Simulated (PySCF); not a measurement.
**Spin-rotation constants: `C=C[C@H](C#N)CF`, C5H6FN**

Geometry (Å), atoms numbered from 1 in this order:
```xyz
13

C     2.086    0.350   -0.047
C     0.855    0.429    0.420
C    -0.366    0.056   -0.381
C    -1.219    1.219   -0.507
N    -1.882    2.147   -0.579
C    -1.128   -1.088    0.307
F    -2.062   -1.616   -0.541
H     2.935    0.624    0.554
H     2.297    0.008   -1.047
H     0.656    0.781    1.423
H    -0.077   -0.270   -1.387
H    -0.438   -1.898    0.568
H    -1.660   -0.740    1.199
```

Computed with GIAO BHandHLYP/pcSseg-1 magnetisability, rotational g tensor and spin-rotation constants, non-relativistic, gas phase in PySCF 2.14.0. Geometry: GFN2-xTB.

**Question.** Give the nuclear spin-rotation constants along the inertial axes (H = +C I·J) beside the isotropic shieldings.

**Answer.** Rotational constants 3.1244, 2.1237, 1.3703 GHz. A star marks the isotopologue with that one atom substituted, in its own axes.
```
atom  isotope  Caa (kHz)  Cbb (kHz)  Ccc (kHz)  mean (kHz)  σ (ppm)
  N5      14N      0.678      0.091      0.310       0.360    -42.0
  F7      19F      1.081      0.551      0.409       0.681    419.5
  H8       1H      0.154     -0.243     -0.092      -0.060     26.3
  H9       1H     -0.318     -0.235      0.111      -0.147     26.2
 H10       1H     -0.328     -0.235      0.114      -0.150     26.2
 H11       1H     -0.338     -0.245      0.056      -0.175     28.6
 H12       1H     -0.285      0.102     -0.148      -0.111     27.4
 H13       1H     -0.300     -0.180      0.048      -0.144     27.0
  C1     13C*      1.122      0.325      0.572       0.673     56.2
  C2     13C*      1.164      0.329      0.615       0.702     47.7
  C3     13C*      0.495      0.411      0.227       0.378    147.8
  C4     13C*      1.341      0.055      0.629       0.675     61.1
  C6     13C*      0.642      0.586      0.347       0.525     99.2
```
For the geometry as given, no vibrational averaging.

**Question.** How do the rotational constants and the g tensor change when H8, H9, H10, H11, H12, H13 are replaced by deuterium?

**Answer.** Constants 2.8793, 1.8780, 1.2708 GHz; g -0.0305, -0.0060, -0.0199, against -0.0326, -0.0064, -0.0211 before.
